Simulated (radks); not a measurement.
All-electron atom: Cs in [Xe] 6s1.

Calculated with a radial shooting solver on a logarithmic mesh with Libxc functionals: scalar-relativistic Kohn-Sham, revPBE, spin-unpolarised, spherical densities, finite nucleus; Fermi nuclear charge, rms radius 4.8041 fm.

Energy parts (eV):
part                      energy
total                 -211892.11
kinetic                223236.31
electron-nucleus      -512739.11
Hartree                 82842.00
exchange-correlation    -5231.31

Orbitals (lengths in bohr, moments of r in powers of bohr; <r^-3> diverges for s and p1/2; r(max) is where P^2 peaks):
| orbital | occ. | eigenvalue (eV) | r(max) | <r^-3> | <r> | <1/r> |
|---|---|---|---|---|---|---|
| 1s | 2 | -35798.03 | 0.01678 | - | 0.02611 | 59.40 |
| 2s | 2 | -5615.438 | 0.09488 | - | 0.1121 | 13.64 |
| 2p | 6 | -5037.142 | 0.07619 | 6586 | 0.09821 | 13.00 |
| 3s | 2 | -1167.473 | 0.2725 | - | 0.2990 | 4.918 |
| 3p | 6 | -981.3685 | 0.2666 | 1283 | 0.2970 | 4.668 |
| 3d | 10 | -708.3183 | 0.2204 | 176.6 | 0.2735 | 4.423 |
| 4s | 2 | -220.3374 | 0.6427 | - | 0.6947 | 2.016 |
| 4p | 6 | -160.8504 | 0.6731 | 262.1 | 0.7394 | 1.854 |
| 4d | 10 | -74.2595 | 0.7208 | 28.45 | 0.8365 | 1.584 |
| 5s | 2 | -26.7290 | 1.546 | - | 1.742 | 0.7527 |
| 5p | 6 | -13.5315 | 1.782 | 30.84 | 2.084 | 0.6222 |
| 6s | 1 | -2.0282 | 4.898 | - | 5.784 | 0.2156 |

The highest occupied level is 6s at -2.028 eV. The electron density at the nucleus is 3.067e+05 e/bohr^3 (large components only). The density falls to 0.001 e/bohr^3 at r = 4.68 bohr. Summed over all electrons, <r^2> = 89.63 bohr^2, which gives a Langevin (diamagnetic) susceptibility term of -71 x 10^-6 cm^3/mol. For comparison, the ionisation energy in NIST's Atomic Spectra Database is 3.894 eV (measured). In exact Kohn-Sham theory the highest level is minus the ionisation energy, but local and semilocal functionals leave it too shallow, through self-interaction and a potential that decays too fast; potentials with the right tail come closer.

Beside tabulated values, note that spin-unpolarised runs miss the spin-polarisation part of the exchange energy of open shells.
